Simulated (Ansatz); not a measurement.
A single point on CH$_{3}$ClCrO$_{2}$, SMILES `[CH3][Cr](=[O])(=[O])[Cl]`.

```yaml
crystal:
  periodic: [false, false, false]
  atoms:
    - {symbol: C, position_ang: [-0.869359, -0.324244, 0.480191]}
    - {symbol: Cr, position_ang: [0.795435, 0.185601, -0.437982]}
    - {symbol: O, position_ang: [1.903173, -0.467823, 0.413144]}
    - {symbol: O, position_ang: [0.680907, -0.494182, -1.817563]}
    - {symbol: Cl, position_ang: [0.911069, 2.290819, -0.526261]}
    - {symbol: H, position_ang: [-0.806168, 0.118010, 1.475342]}
    - {symbol: H, position_ang: [-0.936964, -1.409691, 0.528454]}
    - {symbol: H, position_ang: [-1.678084, 0.101510, -0.115335]}
basis:
  gaussian: {orbitals: def2-QZVPP}
correlation: {method: mp2}
```

```sh
$ ansatz run in.yaml --threads 4 --pin off --events-out ev --progress --plain --max-ram 10444MiB
```

Output, abridged:

```
Functional definition: HF
2621 factors; integrals over basis functions are off by at most 1.0e-3 eV
mean field evaluation 1: about -46021.7771 eV, gradient 1.2e2 eV
mean field evaluation 2: about -46021.9664 eV, gradient 1.2e2 eV
mean field evaluation 4: about -46039.2207 eV, gradient 5.4e1 eV
mean field evaluation 8: about -46043.0559 eV, gradient 1.5e0 eV
mean field evaluation 16: about -46043.1067 eV, gradient 1.5e-6 eV
mean field -46043.10665939 eV, -1692.0529605940 hartree, gradient 2.9e-6 eV, S^2 0.000000; 0 other end points of the search recorded, 0 dependent functions left out; unrestricted orbitals would lower it
unrestricted determinant -46044.67979781 eV, -1692.1107723645 hartree, S^2 1.9473
13 core orbitals not correlated: weight in the atoms' cores, before any rotation towards them, 1.000 or more for the frozen orbitals, at most 0.000 for the correlated occupied ones
reference -46043.10665939 eV, -1692.0529605940 hartree; 20, 20 occupied and 391, 391 virtual orbitals, 2621 factors
second order -50.66888518 eV of doubles, -0.00000000 eV of singles
Total energy: -46093.77554457 eV, -1693.9150077798 hartree
```

Run time 78 s (4 threads of an Arm Neoverse V2 on a shared host); peak host memory 2.6 GiB.
